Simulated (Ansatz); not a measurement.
One change: `BO[Si](O)(O)O` becomes `BO[Si](C)(O)O`.

Ansatz, PBE0-D4/def2-TZVP geometries, multiplicity 1. Each molecule was computed in one conformer, which needn't be the lowest.

```
                                      property  `BO[Si](O)(O)O`
size of the dipole moment (PBE/def2-TZVPP) / D             1.55
             LUMO energy (PBE/def2-TZVPP) / eV            -1.61
          HOMO–LUMO gap (PBE0/def2-TZVPP) / eV             7.90
           LUMO energy (B3LYP/def2-TZVPP) / eV            -0.86
            LUMO energy (PBE0/def2-TZVPP) / eV            -0.60
         HOMO–LUMO gap (B3LYP/def2-TZVPP) / eV             7.45
```

Give the same properties after the change, and the shifts. (An estimate is asked.)

The calculation gave: 
```json
{"property": "size of the dipole moment (PBE/def2-TZVPP) / D", "`BO[Si](C)(O)O`": "1.95", "shift": "0.40"}
{"property": "LUMO energy (PBE/def2-TZVPP) / eV", "`BO[Si](C)(O)O`": "-1.49", "shift": "0.12"}
{"property": "HOMO–LUMO gap (PBE0/def2-TZVPP) / eV", "`BO[Si](C)(O)O`": "7.75", "shift": "-0.15"}
{"property": "LUMO energy (B3LYP/def2-TZVPP) / eV", "`BO[Si](C)(O)O`": "-0.73", "shift": "0.13"}
{"property": "LUMO energy (PBE0/def2-TZVPP) / eV", "`BO[Si](C)(O)O`": "-0.47", "shift": "0.13"}
{"property": "HOMO–LUMO gap (B3LYP/def2-TZVPP) / eV", "`BO[Si](C)(O)O`": "7.31", "shift": "-0.14"}
```

With PBE0 the HOMO rises by 0.27 eV and the LUMO rises by 0.13 eV, so the gap narrows by about 0.14 eV. PBE moves the HOMO by 0.22 eV and ωB97M-V by 0.29 eV. Dipoles are sizes alone; their direction can turn.

B3LYP here is the variant with VWN-RPA as its local correlation; programs differ in this.
